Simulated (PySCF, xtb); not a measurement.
H8NSi3, SMILES [SiH3]N([SiH2])[SiH3] (connectivity only; charge and spin as stated), charge +1, multiplicity 1.

Harmonic wavenumbers (cm⁻¹) from GFN2-xTB (xtb) at its own minimum, in rising order: 46, 74, 138, 198, 214, 240, 417, 454, 534, 536, 573, 590, 606, 707, 719, 723, 735, 742, 747, 790, 801, 1123, 2262, 2269, 2299, 2307, 2314, 2321, 2387, 2393.

Problem. What does PBE-D3(BJ)/def2-SVP (PySCF) give at its own minimum? (Estimate from the structure and the level; the computed values follow.)

Solution. 53, 125, 176, 201, 234, 305, 443, 588, 600, 616, 634, 669, 698, 819, 881, 882, 888, 891, 897, 903, 921, 1077, 2202, 2204, 2220, 2231, 2233, 2234, 2238, 2277. Paired by order, the mean absolute difference is 87 cm⁻¹ and the zero-point energies are 43.3 and 44.8 kcal/mol.
